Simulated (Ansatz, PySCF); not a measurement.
Gas-phase reaction in SMILES: CO[SiH]OC → C[Si](C)([O])O
Structures are relaxed separately at B3LYP-D3(BJ)/def2-TZVP in Ansatz (a program for electronic structure), one conformer each, not searched for the lowest. Frequencies are from Ansatz or PySCF.

Quantity: isomerisation energy (enthalpy at 298 K, with B3LYP-D3(BJ) rigid-rotor harmonic-oscillator terms), in eV. Correlated levels leave the core frozen unless marked. Open shells are spin-unrestricted. No spin-orbit coupling. No relativistic terms. CBS(X,Y): correlation extrapolated as X^-3; Hartree-Fock from the larger set.

CCSD(T)/CBS(cc-pV(T+d)Z,cc-pV(Q+d)Z) (Ansatz) gives -1.23 eV.

Question: Another calculation gave -1.08 eV. Which level was it?
A. B97M-V/def2-TZVPD (Ansatz)
B. r2SCAN/def2-TZVPD (Ansatz)
C. SVWN5/def2-TZVPD (Ansatz)
D. CAM-B3LYP/def2-TZVPD (Ansatz)

Answer: D, CAM-B3LYP/def2-TZVPD (Ansatz). The others give -1.26 (r2SCAN), -0.93 (SVWN5), -1.39 (B97M-V) eV.
